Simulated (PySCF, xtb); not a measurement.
TiH4, SMILES [TiH4], multiplicity 1.

Harmonic wavenumbers (cm⁻¹) from GFN2-xTB run with xtb at its own minimum, in rising order: 630, 630, 630, 823, 823, 1233, 1254, 1254, 1254.

Task: What does PBE-D3(BJ)/def2-TZVPD (PySCF) give at its own minimum? (An estimate is asked for; the answer gives what the named calculation found.)

Result: 516, 516, 516, 576, 576, 1682, 1682, 1682, 1726. Paired by order, the mean absolute difference is 291 cm⁻¹ and the zero-point energies are 12.2 and 13.5 kcal/mol.
